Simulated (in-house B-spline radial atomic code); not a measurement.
# Two electrons outside the [Ar] 3d10 4s2 4p6 core: the gadolinium ion Gd²⁶⁺

Computed with an all-electron radial atomic-structure program (B-spline basis): configuration interaction (CI) of the two valence electrons in the field of the frozen Dirac-Fock core, alone and with many-body perturbation theory for the core (screened one- and two-electron correlation potentials), Breit and QED terms; no-pair Dirac Hamiltonian, finite nucleus. Labels give the configuration (outer n counted up each series) and the leading LS term, or the jj pair where no LS term holds 70 %.

Command:
```bash
python run_mb.py task.json out
```
Settings (nuclear radius in fm, box in bohr, cutoff in hartree):
```
basis_form          3
Z                   64
core_configuration  [Ar] 3d10 4s2 4p6
rms_radius          5.1569
mass_number         158
speed_of_light      137.036
box_radius          3.214
lmax                6
intervals           57
virtual_cutoff      8192.0
```

Time taken, with all properties: 3.2 min on 1 thread of Arm Neoverse N1 (shared host).

Excitation energies (cm⁻¹):

```
         level  purity of the LS term  CI alone  CI + MBPT + Breit + QED
       4d2 3F2                  0.809         0                        0
       4d2 3P0                  0.825     48139                    47738
       4d2 3F3                    1.0     58951                    58276
4d2 (3/2,5/2)2             0.481 (3P)         ?                        ?
4d2 (3/2,5/2)4             0.547 (3F)     89268                    86800
       4d2 3P1                    1.0     92387                    90504
4d2 (5/2,5/2)4             0.546 (1G)    142979                   139687
4d2 (5/2,5/2)2               0.5 (3P)         ?                        ?
       4d2 1S0                  0.824    214655                   216351
```

**Question.** Where does 4d2 (5/2,5/2)2 lie?

**Answer.** 155119 cm⁻¹ in CI alone and 152989 cm⁻¹ with all corrections.

**Question.** Where does 4d2 (3/2,5/2)2 lie?

**Answer.** 84523 cm⁻¹ in CI alone and 83045 cm⁻¹ with all corrections.

**Question.** What is the first ionisation energy?

**Answer.** 896.82 eV to the 4d3/2 state of the next ion (893.79 eV from CI alone). NIST lists 895 ± 4 eV (tabulated theory).
